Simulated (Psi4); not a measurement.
A dimer, H2O ··· F4Si (SMILES O and F[Si](F)(F)F); the first 3 atoms form monomer A.

```
8

O     -0.0006     0.3896     0.0000
H     -0.7647    -0.1960     0.0000
H      0.7653    -0.1936     0.0000
F      0.2235     2.7637    -1.2582
Si    -0.0046     1.7178    -2.4031
F      1.1486     0.6568    -2.3785
F     -1.3804     0.9991    -2.1873
F     -0.0106     2.4506    -3.7886
```

What interaction energy does SAPT0/jun-cc-pVDZ, frozen core in Psi4 give, and which attractive term is the largest?

Total -2.31 kcal/mol: electrostatics -12.75, exchange 14.59, induction -1.96, dispersion -2.19. The most attractive term is electrostatics.
